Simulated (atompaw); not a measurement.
# Reading a pseudo-wave (Cl (Z = 17))

Columns: radius, all-electron u(r) and pseudo u(r) of the 3p shell (level -11.25 eV) of chlorine in the configuration [Ne] 3s2 3p4.75; LDA (PW92), scalar-relativistic, PAW (atompaw) scheme, atompaw 4.2.0.5.

| r (bohr) | all-electron | pseudo |
| --- | --- | --- |
| 0.056 | -0.0897 | 0.0035 |
| 0.112 | -0.2273 | 0.0139 |
| 0.167 | -0.3251 | 0.0306 |
| 0.223 | -0.3686 | 0.0539 |
| 0.279 | -0.3605 | 0.0832 |
| 0.335 | -0.3131 | 0.1179 |
| 0.390 | -0.2400 | 0.1565 |
| 0.446 | -0.1490 | 0.1999 |
| 0.502 | -0.0494 | 0.2464 |
| 0.558 | 0.0526 | 0.2953 |
| 0.613 | 0.1509 | 0.3447 |
| 0.669 | 0.2461 | 0.3954 |
| 0.725 | 0.3344 | 0.4458 |
| 0.781 | 0.4147 | 0.4949 |
| 0.837 | 0.4863 | 0.5419 |
| 0.892 | 0.5482 | 0.5853 |
| 0.948 | 0.6026 | 0.6259 |
| 1.004 | 0.6486 | 0.6623 |
| 1.060 | 0.6868 | 0.6943 |
| 1.115 | 0.7172 | 0.7209 |
| 1.171 | 0.7414 | 0.7430 |
| 1.227 | 0.7595 | 0.7601 |
| 1.283 | 0.7721 | 0.7722 |
| 1.338 | 0.7797 | 0.7797 |
| 1.394 | 0.7831 | 0.7831 |
| 1.450 | 0.7826 | 0.7826 |

**Question.** How many radial nodes do the two functions have?

**Answer.** The all-electron 3p function has n − l − 1 = 1; the pseudo-wave has 0, since the states of the same l below it are removed with the core.

**Question.** Is the pseudo-wave norm-conserving?

**Answer.** No, it belongs to a PAW set: the norm inside the radius is not constrained, and the difference is carried by the augmentation charge.
